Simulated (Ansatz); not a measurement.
One change: `O[SiH](O)[SiH2]F` becomes `O[SiH](O)[SiH2]Cl`.

Ansatz, PBE0-D4/def2-TZVP geometries, multiplicity 1. Each molecule was computed in one conformer, which needn't be the lowest.

| property | `O[SiH](O)[SiH2]F` |
| --- | --- |
| HOMO energy (PBE/def2-TZVPP) / eV | -6.70 |
| HOMO–LUMO gap (ωB97M-V/def2-TZVPP) / eV | 10.95 |
| size of the dipole moment (B3LYP/def2-TZVPP) / D | 1.33 |
| HOMO energy (PBE0/def2-TZVPP) / eV | -7.98 |
| HOMO–LUMO gap (PBE0/def2-TZVPP) / eV | 7.12 |
| HOMO energy (B3LYP/def2-TZVPP) / eV | -7.79 |

(1) What does the change do to each property? (Best estimate.)

Results:

(1) Computed: 
```csv
property,`O[SiH](O)[SiH2]Cl`,shift
HOMO energy (PBE/def2-TZVPP) / eV,-6.74,-0.04
HOMO–LUMO gap (ωB97M-V/def2-TZVPP) / eV,11.03,0.08
size of the dipole moment (B3LYP/def2-TZVPP) / D,1.36,0.03
HOMO energy (PBE0/def2-TZVPP) / eV,-7.97,0.01
HOMO–LUMO gap (PBE0/def2-TZVPP) / eV,7.18,0.06
HOMO energy (B3LYP/def2-TZVPP) / eV,-7.77,0.02
```

Dipoles are sizes alone; their direction can turn.

Positive LUMOs are unbound, so they and the gaps depend on the basis.

B3LYP here is the variant with VWN-RPA as its local correlation; programs differ in this.
